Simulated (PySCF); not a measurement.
System (SMILES): FSF.
Geometry (B3LYP-D3(BJ)/def2-TZVP, fixed):
```xyz
3

F     -1.2130    -0.5047     0.0161
S     -0.0057     0.5532     0.0075
F      1.2232    -0.4788    -0.0294
```

Basis-set convergence of the isotropic shielding of S2 at PBE0 with PySCF. GIAO, no density fitting; atoms are numbered in the order shown. All functions are spherical. No added dispersion term, no relativity. Reference: the value in pcSseg-3, -969.62 ppm, itself unsure by roughly 21.94 ppm (its mean distance from pcseg-3, pcSseg-2). Deviations are taken from unrounded values. Cost is core time over that of pcseg-2, rough, on shared machines of one kind; a dash marks a row that isn't timed (too short, read off another run, short of memory, by another algorithm or on other hardware).

| basis | functions | isotropic shielding of S2 (ppm) | minus reference (ppm) | cost |
|---|---|---|---|---|
| 6-31G | 31 | -647.72 | 321.90 | - |
| pcSseg-0 | 31 | -681.90 | 287.72 | - |
| pcseg-1 | 46 | -941.62 | 27.99 | 0.3× |
| 6-31+G* | 58 | -824.24 | 145.37 | - |
| pcseg-2 | 94 | -912.07 | 57.55 | 1× |
| def2-TZVPD | 126 | -1023.51 | -53.89 | 2× |
| jun-cc-pV(T+d)Z | 126 | -880.15 | 89.47 | 2× |
| cc-pCVTZ | 145 | -935.68 | 33.93 | 3× |
| cc-pV(Q+d)Z | 174 | -857.27 | 112.34 | 5× |
| def2-QZVPP | 184 | -969.54 | 0.07 | 5× |
| pcSseg-3 | 220 | -969.62 | 0.00 | 7× |
| aug-cc-pV(Q+d)Z | 249 | -862.80 | 106.81 | 10× |
| aug-pcseg-3 | 259 | -984.11 | -14.49 | 20× |
